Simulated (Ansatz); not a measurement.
Ansatz (a program for electronic structure) input:

Ansatz 0.2 input:
```yaml
crystal:
  periodic: [false, false, false]
  atoms:
    - {symbol: Rb, position_ang: [-1.08652385, -0.76108026, -0.94472383]}
    - {symbol: I, position_ang: [1.07058077, 0.76881591, 0.95152601]}
basis:
  gaussian:
    orbitals: def2-TZVP
hamiltonian:
  xc: b3lyp
  dispersion: d3bj
relax: {f_tol: 0.002, max_steps: 150}
```

Problem. Predict the final energy.

Solution. -321.99930 Eh (B3LYP-D3(BJ)/def2-TZVP). The basis has 83 functions.
